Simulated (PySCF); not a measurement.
**TDDFT excited states: C6H5NO2**

Compound: C₆H₅NO₂.
Numbering: `[O:1]=[C:2]([OH:3])[c:4]1[cH:5][cH:6][n:7][cH:8][cH:9]1` (hydrogens: H10 on O3; H11 on C5; H12 on C6; H13 on C8; H14 on C9)

Method used: PySCF 2.14.0, density-fitted response routines, TDDFT B3LYP/def2-SVPD, vertical, gas phase, core orbitals frozen in the response. Geometry: GFN2-xTB, one conformer, isolated molecule. Torsions of this conformer, `[O:1]=[C:2]([OH:3])[c:4]1[cH:5][cH:6][n:7][cH:8][cH:9]1`: O1–C2–C4–C5 180°, H–O3–C2–O1 0°.

```csv
state,E (eV),E (kJ/mol),λ (nm),f,|μ| (D),symmetry,"main configurations (H = HOMO, L = LUMO)"
S1,4.03,389,307.7,0.0019,0.35,–,H→L (99%)
S2,4.73,456,262.3,0.0001,0.06,–,H-2→L (97%)
S3,4.89,472,253.4,0.048,1.61,A′,"H-1→L (90%), H-3→L+1 (9%)"
S4,5.05,488,245.3,0.0000,0.00,–,H→L+1 (100%)
S5,5.85,565,211.9,0.155,2.64,A′,"H-3→L (84%), H-1→L+1 (14%)"
S6,6.51,628,190.5,0.0001,0.06,–,H-2→L+1 (100%)
S7,6.64,641,186.7,0.054,1.46,A′,"H-4→L (77%), H-1→L+1 (8%)"
S8,6.79,655,182.5,0.099,1.96,A′,"H→L+2 (64%), H-1→L+1 (16%), H-4→L (8%)"
```

Triplets, Tamm–Dancoff:

```
state  E (eV)  λ (nm)  main configurations (H = HOMO, L = LUMO)
   T1    3.50   354.3                                 H→L (95%)
   T2    3.94   314.4                               H-1→L (94%)
   T3    4.10   302.4                H-3→L (68%), H-1→L+1 (24%)
```

The lowest singlet comes at 308 nm (389 kJ/mol) in the ultraviolet; it is very weak; its leading configuration is HOMO→LUMO (99%). The strongest level in the table is S5 at 5.85 eV (212 nm, f = 0.155). Löwdin shares by element: HOMO nitrogen 60%, carbon 26% or more; LUMO carbon 31% or more, nitrogen 15%, oxygen 13% or more (atoms not listed hold the other 41%). Of the 8 states listed, 4 reach f = 0.01 and 3 stay under 0.0005. Orbital energies (eV): HOMO-3 -8.53, HOMO-2 -8.39, HOMO-1 -7.84, HOMO -7.47, LUMO -2.31, LUMO+1 -1.03, LUMO+2 -0.08. The listed states span 2.76 eV, and the widest gap between neighbours is 0.80 eV (S4 to S5). Symmetry labels in Cs follow from the direction of the transition dipole and are given only for states with f of 0.002 or more. Singlets were solved by full linear response, triplets in the Tamm–Dancoff approximation.
